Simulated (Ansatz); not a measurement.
Si(OH)2Cl2 (SiCl2O2H2). Charge 0, multiplicity 1. Geometry r2SCAN-D4/def2-SVP, basis def2-TZVP, Ansatz.

```csv
run,HOMO (eV),LUMO (eV)
A,-7.69,-0.84
B,-7.53,-0.82
C,-12.62,3.26
D,-8.63,0.03
E,-9.44,0.49
F,-8.09,-0.30
```

Question: The runs used BLYP, HF, PBE, r2SCAN, r2SCAN0, r2SCANh. Estimate which is which.

Answer: A PBE (0 % exact exchange); B BLYP (0 % exact exchange); C HF (100 % exact exchange); D r2SCANh (10 % exact exchange); E r2SCAN0 (25 % exact exchange); F r2SCAN (0 % exact exchange). Exact exchange lowers occupied and raises empty levels; among semilocal functionals meta-GGAs tend to open the gap a little, and such runs are hard to tell apart. The gap grows from 6.71 eV (BLYP) to 15.88 eV (HF).
